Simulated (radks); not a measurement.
Values are calculated unless marked as measured or tabulated.
Dispersion coefficients C6 (hartree bohr^6) between ground-configuration atoms and ions, from the Casimir-Polder integral (3/pi) of alpha_A(iw) alpha_B(iw). Code: a radial shooting solver on a logarithmic mesh with Libxc functionals. Model: non-relativistic Kohn-Sham, PBE, spin-polarised, spherical densities, point nucleus. Response by self-consistent Sternheimer equations with the Hartree and adiabatic LDA kernel.

\begin{tabular}{lrrrrrrrr}
C6 & Ne & Mg2+ & Al3+ & Si4+ & P5+ & S6+ & Cl7+ & Ar8+ \\ \hline
Ne & 7.488 &  &  &  &  &  &  &  \\
Mg2+ & 1.951 & 0.6232 &  &  &  &  &  &  \\
Al3+ & 1.183 & 0.4019 & 0.2650 &  &  &  &  &  \\
Si4+ & 0.7647 & 0.2721 & 0.1827 & 0.1280 &  &  &  &  \\
P5+ & 0.5179 & 0.1912 & 0.1303 & 0.09249 & 0.06764 &  &  &  \\
S6+ & 0.3640 & 0.1383 & 0.09551 & 0.06856 & 0.05065 & 0.03829 &  &  \\
Cl7+ & 0.2636 & 0.1026 & 0.07159 & 0.05190 & 0.03869 & 0.02949 & 0.02288 &  \\
Ar8+ & 0.1958 & 0.07770 & 0.05471 & 0.04000 & 0.03006 & 0.02307 & 0.01803 & 0.01429 \\
\end{tabular}

Static polarisabilities (bohr^3): Ne ([Ne]) 3.104, Mg2+ ([Ne]) 0.5145, Al3+ ([Ne]) 0.2834, Si4+ ([Ne]) 0.1714, P5+ ([Ne]) 0.1107, S6+ ([Ne]) 0.07504, Cl7+ ([Ne]) 0.05285, Ar8+ ([Ne]) 0.03838. The combination rule 2 Ca Cb / ((alpha_b/alpha_a) Ca + (alpha_a/alpha_b) Cb) gives 0.1715 for Ar8+-Ne, against 0.1958 from the integral.
